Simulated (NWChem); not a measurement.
A series in which one site is exchanged, each optimised at PBE0/def2-SVP with NWChem, gas phase unless a solvent is named. def2 effective core potentials on Rb, Ag; no spin-orbit coupling.

A: [F][Na] (NaF; site = Na)
B: [F][Ag] (AgF; site = Ag)
C: [F][K] (KF; site = K)
D: [F][Rb] (RbF; site = Rb)

### Question
Rank them by orbital gap (eV), PBE0/def2-SVP, lowest first.

### Answer
D (4.45), C (4.62), B (4.66), A (4.84)
